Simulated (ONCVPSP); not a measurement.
**Ranking ONCV potentials for nitrogen**

All share these settings but for the change named:

nitrogen (N), optimised norm-conserving Vanderbilt (ONCV), made with ONCVPSP 4.0.1 (LDA (Perdew-Zunger), scalar-relativistic). Core [He], reference 2s2 2p3. Waves: 2s: rc 1.05 bohr, ncon 3, nbas 6, qcut 7.3 1/bohr, 2 projectors, debl 0.5 Ha; 2p: rc 1.45 bohr, ncon 3, nbas 6, qcut 11.3 1/bohr, 2 projectors, debl 2.7 Ha; d scattering state at 0.13 Ha: rc 1.25 bohr, ncon 3, nbas 6, qcut 8.1 1/bohr, 3 projectors, debl 3.4 Ha. Local part: polynomial inside 0.75 bohr (lpopt 5, dvloc0 3 Ha). Core correction: Teter function, fcfact 2.25, rcfact 1.6.

In the s channel the program set the typed energies aside and used -0.677, 0.250 Ha.

Cutoff: the first of the cutoffs (Ha) at which the residual kinetic energy of the hardest occupied pseudo-wave falls to 1 and 0.1 mHa per electron; the density cutoff is not measured.

The base gives 31 Ha.

Of 8 variants that were run, those that failed, showed a ghost or another fault, or gave nearly equal values are left out.

A variant can come out equal or close to the base.

**Question.** Rank these variants from softest to hardest (loose cutoff).
A. p: qcut 8.1
B. p: qcut 9.6
C. p: qcut 17

**Answer.** A (24 Ha), B (29 Ha), C (33 Ha).
